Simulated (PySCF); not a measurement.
**Spinor energies of Br¹⁵⁺ (bromine, charge +15)**

Start: [Ar] 3d2; 3d3/2 filled at m_j = +1/2, +3/2. Calculated with PySCF 2.14 in an even-tempered Gaussian basis (17 s from 1.3 bohr⁻², ratio 2.8; 12 p from 1.7 bohr⁻², ratio 2.8; 8 d from 1.7 bohr⁻², ratio 2.8; 4 f from 5.5 bohr⁻², ratio 3): generalised Hartree-Fock with the X2C-1e Hamiltonian and a Gaussian nucleus; one run each with spin-orbit coupling (SO) switched off, then screened by Boettger's factors.

| spinor shell | electrons | ε, spin-free (eV) | ε, screened SO (eV) | weight of nominal j (screened SO) | rms radius, screened SO (bohr) |
| --- | --- | --- | --- | --- | --- |
| 1s1/2 | 2 | -14061.5 | -14061.0 | 1.000 | 0.0492 |
| 2s1/2 | 2 | -2330.0 | -2329.7 | 1.000 | 0.204 |
| 2p1/2 | 2 | -2110.0 | -2144.7 | 0.997 | 0.179 |
| 2p3/2 | 4 | -2110.0 | -2093.0 | 0.998 | 0.183 |
| 3s1/2 | 2 | -704.01 | -703.94 | 1.000 | 0.537 |
| 3p1/2 | 2 | -627.65 | -639.15 | 0.853 | 0.532 |
| 3p3/2 | 4 | -627.65 | -621.98 | 0.927 | 0.540 |
| 3d3/2 | 2 | -531.85 | -532.31 | 0.868 | 0.499 |

```tsv
quantity	spin-free	screened SO
E (hartree)	-2494.58117	-2494.77494
M_J	2	2
⟨J²⟩	8.002	6.827
⟨L²⟩	12.002	11.699
⟨S²⟩	2.000	1.899
```

The determinant has a definite M_J but mixes levels of different J.

Each row is a mean over spinors that exchange with the open shell spreads, by up to 10.650 eV (3p1/2).

Rows whose weight is well below 1 are mixtures of j = l ± 1/2: exchange outweighs spin-orbit coupling there, and the label is only the starting occupation.

Without spin-orbit coupling the j labels of p, d and f shells carry no meaning; the spin-free column gives the mean over the occupied spinors of each nl shell, and its ⟨J²⟩ belongs to a mixture of degenerate components.
